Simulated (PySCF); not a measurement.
Spectrum to structure. Level of theory: TDDFT CAM-B3LYP/def2-SVPD, vertical, gas phase, core orbitals frozen in the response (PySCF 2.14.0, density-fitted response routines). Geometries: GFN2-xTB, one conformer each.

| state | λ (nm) | f |
| --- | --- | --- |
| S1 | 132.4 | 0.010 |
| S2 | 127.4 | 0.0052 |
| S3 | 122.0 | 0.011 |
| S4 | 119.1 | 0.025 |
| S5 | 117.0 | 0.030 |
| S6 | 112.4 | 0.062 |
| S7 | 111.1 | 0.038 |
| S8 | 109.6 | 0.017 |

Task: Which structure fits?
A. `N#CC1=CCC=CC=C1`
B. `FCC(F)(F)C(F)(F)F`
C. `FC(F)[C@H]1C=CC[SiH2]1`

Result: B. Its S1, at 9.36 eV, is the highest among the candidates; the nearest of the others has S1 at 6.98 eV. S1 is HOMO→LUMO+1 (51%), HOMO→LUMO (35%). Löwdin shares by element: HOMO fluorine 33% or more, carbon 32% or more (atoms not listed hold the other 36%); LUMO carbon 28% or more, hydrogen 25%, fluorine 12% or more (atoms not listed hold the other 35%). At the same level the other candidates give, for their lowest levels:
- `FC(F)[C@H]1C=CC[SiH2]1`: 178 nm (f 0.012); 173 nm (f 0.208); 165 nm (f 0.005); 163 nm (f 0.001); 157 nm (f 0.006); T1 4.47 eV; HOMO -8.89, LUMO 1.04 eV
- `N#CC1=CCC=CC=C1`: 252 nm (f 0.066); 240 nm (f 0.010); 204 nm (f 0.259); 197 nm (f 0.334); 182 nm (f 0.000); T1 3.25 eV; HOMO -8.48, LUMO -0.55 eV

The values belong to the conformer `[F:1][CH2:2][C:3]([F:4])([F:5])[C:6]([F:7])([F:8])[F:9]`: F1–C2–C3–F4 167°, C2–C3–C6–F7 -74°.
Triplets come from the Tamm–Dancoff approximation.
